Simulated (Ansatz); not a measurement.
Cartesian coordinates in Å:
```
B -1.097 -1.696 0.479
Si -0.015 -0.033 0.636
C -0.973 1.551 0.369
F 0.743 0.092 2.058
Si 1.648 -0.246 -1.030
H -1.021 -2.609 1.247
H -1.793 -1.840 -0.485
H -1.475 1.526 -0.601
H -1.732 1.684 1.143
H -0.307 2.416 0.392
H 1.009 -0.209 -2.374
H 2.401 -1.523 -0.903
H 2.611 0.886 -0.931
```

The species carries charge 0 and has multiplicity 1.

List the PBE0/def2-TZVPP orbital energies in eV (Ansatz 0.2.0). (An estimate is asked.)

The calculation gave: Occupied: -1803.08, -1802.46, -673.42, -278.09, -185.10, -145.33, -144.85, -100.04, -99.98, -99.94, -99.49, -99.49, -99.49, -32.75, -19.95, -15.88, -14.71, -13.96, -12.31, -12.26, -11.80, -11.61, -11.11, -10.06, -9.93, -9.84, -8.67, -7.59. Lowest empty: -2.60, -0.04, 0.71, 0.84, 1.43, 1.71, 2.09, 2.37.
